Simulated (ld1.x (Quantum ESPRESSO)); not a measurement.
**u(r) = r·R(r): atom against pseudo-atom (rubidium (Rb))**

Columns: radius, all-electron u(r) and pseudo u(r) of the 5p shell (level -0.75 eV) of rubidium in the configuration [Ar] 3d10 4s2 4p6 5s1 5p0; PBE, scalar-relativistic, PAW scheme, ld1.x (Quantum ESPRESSO) 7.5.

| r (bohr) | all-electron | pseudo |
| --- | --- | --- |
| 0.165 | 0.0150 | 0.0159 |
| 0.330 | -0.0694 | 0.0612 |
| 0.495 | -0.0517 | 0.1283 |
| 0.660 | 0.0118 | 0.2066 |
| 0.825 | 0.0725 | 0.2834 |
| 0.990 | 0.1139 | 0.3468 |
| 1.155 | 0.1341 | 0.3874 |
| 1.320 | 0.1362 | 0.3993 |
| 1.485 | 0.1245 | 0.3815 |
| 1.650 | 0.1032 | 0.3373 |
| 1.815 | 0.0758 | 0.2731 |
| 1.980 | 0.0448 | 0.1976 |
| 2.145 | 0.0121 | 0.1195 |
| 2.310 | -0.0210 | 0.0462 |
| 2.475 | -0.0535 | -0.0172 |
| 2.640 | -0.0851 | -0.0691 |
| 2.805 | -0.1153 | -0.1102 |
| 2.970 | -0.1439 | -0.1430 |
| 3.135 | -0.1708 | -0.1708 |
| 3.300 | -0.1960 | -0.1960 |
| 3.465 | -0.2195 | -0.2195 |
| 3.630 | -0.2413 | -0.2413 |
| 3.795 | -0.2614 | -0.2614 |
| 3.960 | -0.2800 | -0.2800 |
| 4.125 | -0.2970 | -0.2970 |
| 4.290 | -0.3127 | -0.3127 |

Q: How many radial nodes do the two functions have?

A: The all-electron 5p function has n − l − 1 = 3; the pseudo-wave has 1, since 1 lower shell of the same l stays in the valence.

Q: At about which radius was the pseudo-wave matched?

A: 3.30 bohr, where the columns begin to agree (steps of 0.17 bohr).

Q: Is the pseudo-wave norm-conserving?

A: No, it belongs to a PAW set: the norm inside the radius is not constrained, and the difference is carried by the augmentation charge.
